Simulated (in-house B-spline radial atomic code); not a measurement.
Atomic self-consistent-field run: neutral technetium. Computed with an all-electron radial atomic-structure program (B-spline basis): scalar-relativistic (X2C) Hartree-Fock, spin-polarised, averaged over the determinants with the given up and down occupations, Fermi nucleus of rms radius 4.41117 fm, inside a hard spherical wall at 2.43 bohr.

Command:
```bash
python run_scf.py task.json out
```
Settings (nuclear radius in fm, mass in u):
```
Z                43
configuration    [Kr] 4d5 4f1 5s1
hamiltonian      x2c
method           hf
spin_polarised   True
nucleus          fermi
rms_radius       4.41117
atomic_mass      96.90636
speed_of_light   137.035999084
wall_radius      2.43
```

Output (hartree, bohr):
```
 radial grid: 59 intervals, B-splines of order 8, outer radius 2.43 bohr

 iter        energy (Eh)    residual
    1       -4276.012925    4.82e-01
    2       -4276.344477    5.55e-02
    3       -4276.365990    1.80e-02
    4       -4276.368038    6.13e-03
    5       -4276.368292    1.76e-03
    6       -4276.368320    1.56e-04
    7       -4276.368321    5.69e-05
    8       -4276.368321    3.58e-06
    9       -4276.368321    1.45e-07

 total energy                     -4276.36832
 kinetic                            4470.5021
 electron-nucleus                 -10423.9879
 electron-electron                  1677.1175

 orbital      occ     eigenvalue          <r>       <r^2>       <1/r>       r_max
 1s up      1.000      -776.0414    0.0337643  0.00154983     46.2427     0.02169
 1s down    1.000      -776.0238    0.0337649  0.00154987     46.2419     0.02169
 2s up      1.000      -112.2866     0.148885   0.0262052     10.3921      0.1259
 2s down    1.000      -112.2029     0.148868   0.0261989     10.3932      0.1259
 2p up      3.000      -100.1104     0.130227   0.0207424     9.81844      0.1007
 2p down    3.000      -100.0417     0.130172   0.0207236     9.82177      0.1007
 3s up      1.000       -19.6144     0.412993     0.19543     3.55534      0.3712
 3s down    1.000       -19.5407     0.413266    0.195552      3.5489      0.3716
 3p up      3.000       -15.4925     0.415177    0.200594     3.33033      0.3655
 3p down    3.000       -15.4329     0.414746    0.199942        3.33      0.3657
 3d up      5.000        -8.8583      0.39915    0.191102     3.07819      0.3123
 3d down    5.000        -8.7529     0.399795    0.191484      3.0715      0.3133
 4s up      1.000        -2.3906      1.07256      1.2865     1.25349      0.9674
 4s down    1.000        -1.9209      1.07039     1.28193     1.25676      0.9642
 4p up      3.000        -1.2025      1.16386     1.50878     1.12005       1.057
 4p down    3.000        -0.6699      1.15273     1.48255     1.13455       1.043
 4d up      5.000         0.6211      1.29865     1.85915    0.959105       1.253
 4f up      1.000         2.3295      1.43032     2.19718    0.769553       1.488
 5s up      1.000         2.2412      1.50071     2.53445    0.970274       1.783

 Slater integrals (Eh)
   F0(4f up,4f up)               0.629939
   F2(4f up,4f up)               0.370175
   F4(4f up,4f up)               0.254607
   F6(4f up,4f up)               0.191665
   F0(4f up,5s up)               0.603997
   G3(4f up,5s up)               0.160629
   F0(5s up,5s up)               0.595115
```

Run time, properties included: 0.24 s on 1 thread of Arm Neoverse V1, on a shared host.

One-electron X2C: radii and densities carry no picture-change correction, so inner-shell <1/r> comes out high (for 1s by about 2 % at Z = 33, 5 % at 54, 10 % at 75, 30 % at 118) and <r> low.
